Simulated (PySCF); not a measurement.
Compound: C4H7F3N2Si.
Numbering: `[F:1][C:2]([F:3])([F:4])[CH2:5][NH:6][Si@H:7]1[CH2:8][CH:9]=[N:10]1`

Cartesian coordinates in Å at the GFN2-xTB level; atoms count from 1:
```xyz
17
C4H7F3N2Si angstrom
F      3.5701   -0.3158    0.7765
C      2.2762    0.0349    0.7521
F      1.6054   -0.9150    1.4193
F      2.1657    1.1584    1.4761
C      1.7516    0.2187   -0.6734
N      0.4067    0.6930   -0.6986
Si    -0.9425   -0.3361   -0.4144
C     -1.8394   -0.5665    1.2818
C     -2.8756    0.2518    0.5847
N     -2.4701    0.5758   -0.5821
H      1.8012   -0.7569   -1.1607
H      2.4300    0.9117   -1.1817
H      0.3242    1.6632   -0.4347
H     -0.7524   -1.5340   -1.2161
H     -1.4327   -0.0710    2.1614
H     -2.1847   -1.5539    1.5787
H     -3.8407    0.5539    0.9707
```

Probes without a nucleus sit at each ring's centroid and 1 Å off its mean plane on both sides; NICS is minus the shielding there, NICSzz its component along the normal. Level: GIAO PBE0/pcSseg-1 (PySCF, non-relativistic, gas phase) on the GFN2-xTB geometry, one conformer.

Ring bond lengths (Å), with Mayer bond orders in brackets: Si7–C8 1.932 (0.85), C8–C9 1.493 (0.98), C9–N10 1.277 (1.81), N10–Si7 1.787 (0.98).

What do the NICS probes read (ppm)?

```tsv
ring	type	NICS(0)	NICS(1), two faces	NICS(1)zz, two faces	rms pucker (Å)	centre to ring atoms, mean (Å)
Si7–C8–C9–N10	4-membered ring with N and Si; formal bonds 1 double, 3 single	6.6	-2.4 / -2.9	4.0 / 1.5	0.01	1.14
```

What do they say, and how far can they be read as aromaticity?

- Si7–C8–C9–N10: mean NICS(1)zz 2.8 ppm, near zero. Si7, C8 have four or more neighbours; no verdict on aromaticity is drawn. NICS(0) lies 9 ppm above the mean NICS(1).

At the first NICS(1) probe listed for ring Si7–C8–C9–N10, 1 Å off the ring, what do the in-plane components average?

The isotropic value is a third of the trace: (3 × -2.4 − (4.0))/2 = -5.6 ppm.
